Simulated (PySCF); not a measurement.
H3NSi (calculated)

Calculation on a computer-drawn molecule: vertical ionisation energy to the stated ion spin, frozen-core CCSD(T) at the basis limit and cheaper methods, single-reference cases, UHF for radicals, no spin-orbit; all values are single points at the evaluated structure, the first of each entry, which is the reference or a displaced copy of it and isn't optimised; the reference structure only sets the zero of the energies above reference; triples share is (T) over the correlation energy. Program: PySCF 2.14.0.

## H3NSi

Evaluated structure:
```xyz
5
H3NSi
N     -0.4358     0.9878    -1.2132
Si    -0.5190    -0.0644    -0.0489
H     -0.8866     1.8841    -1.1846
H     -1.2298     0.0392     1.2433
H      0.1778    -1.3488    -0.1899
```

Reference structure:
```xyz
5
H3NSi
N     -0.4358     0.9878    -1.2132
Si    -0.5190    -0.0644    -0.0489
H     -0.8866     1.8841    -1.1846
H     -1.2298     0.0392     1.2433
H      0.1778    -1.3488    -0.1899
```

Settings of this run: charge 0, multiplicity 1, ion multiplicity 2, diffuse functions no, basis cc-pV(n+d)Z, reference is the Hartree-Fock double-zeta minimum, best is HF at quadruple zeta + MP2 correlation extrapolated from triple and quadruple zeta + CCSD(T) minus MP2 at triple zeta and basis step is the size of the change from the same recipe one zeta lower.

It finds ionisation energy best 10.05 eV; ionisation energy basis step 0.06735 eV; energy above reference best 0 kcal/mol; energy above reference basis step 0 kcal/mol; ionisation energy Koopmans at triple zeta 10.34 eV; ionisation energy EOM CCSD at triple zeta 9.866 eV; total energy HF triple zeta -345.1168 hartree; total energy CCSD(T) triple zeta -345.4858 hartree; total energy best -345.5347 hartree; T1 diagnostic at triple zeta 0.01816; D1 diagnostic at triple zeta 0.04989; ion T1 diagnostic at triple zeta 0.02343; ion D1 diagnostic at triple zeta 0.07586; ion spin squared at triple zeta 0.7761; triples share at triple zeta 0.04273; basis functions triple zeta 111; dipole magnitude HF at triple zeta 2.788 debye; dipole magnitude CCSD unrelaxed at triple zeta 2.161 debye; dipole magnitude PBE at triple zeta 1.954 debye; dipole magnitude r2SCAN at triple zeta 2.085 debye; dipole magnitude B3LYP at triple zeta 2.177 debye; dipole magnitude wB97X at triple zeta 2.392 debye.

Drawn bonds:
| atom | other atom | order |
| --- | --- | --- |
| 1 | 2 | 2 |
| 1 | 3 | 1 |
| 2 | 4 | 1 |
| 2 | 5 | 1 |

Triple zeta:
| method | ionisation energy (eV) | energy above reference (kcal/mol) |
| --- | --- | --- |
| HF | 8.183 | 0 |
| PBE | 9.866 | 0 |
| r2SCAN | 9.762 | 0 |
| B3LYP | 9.861 | 0 |
| wB97X | 9.768 | 0 |
| MP2 | 10.07 | 0 |
| CCSD | 9.711 | 0 |
| CCSD(T) | 9.863 | 0 |
